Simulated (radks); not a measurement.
Valence configurations of the indium ion In+ (all share [Kr]). All-electron calculation, Dirac Kohn-Sham, PBEsol, spin-unpolarised, spherical densities, finite nucleus; open shells are shared between the two j in proportion to 2j + 1; Fermi nuclear charge, rms radius 4.6156 fm. Program: a radial shooting solver on a logarithmic mesh with Libxc functionals. Energies are relative to 4d10 5s2; eigenvalues in eV.

valence	E (eV)	e(4d3/2)	e(4d5/2)	e(5p1/2)	e(5p3/2)	e(5s1/2)
4d10 5s2	0.000	-26.587	-25.723	-	-	-14.982
4d9 5s2 5p1	19.712	-32.531	-31.614	-10.535	-9.991	-17.460
4d9 5s1 5p2	27.080	-33.939	-33.017	-11.242	-10.673	-18.310
4d10 5s1 5p1	6.639	-28.146	-27.277	-9.554	-9.089	-15.968
4d8 5s1 5p3	51.724	-39.697	-38.723	-12.783	-12.108	-20.474
4d9.5 5s2 5p0.5	9.334	-29.571	-28.681	-9.659	-9.168	-16.255
4d8 5s2 5p2	43.656	-38.402	-37.433	-12.157	-11.508	-19.717
4d8.5 5s1.5 5p2	34.989	-36.154	-35.209	-11.701	-11.092	-19.018
4d10 5p2	13.445	-29.619	-28.744	-10.308	-9.819	-
4d8.5 5s1 5p2.5	38.870	-36.820	-35.873	-12.026	-11.405	-19.410

NIST lists [Kr] 4d10 5s2 as the ground configuration; this level of theory agrees among the configurations tried. The energies are those of spherical spin-averaged densities, not of single terms.
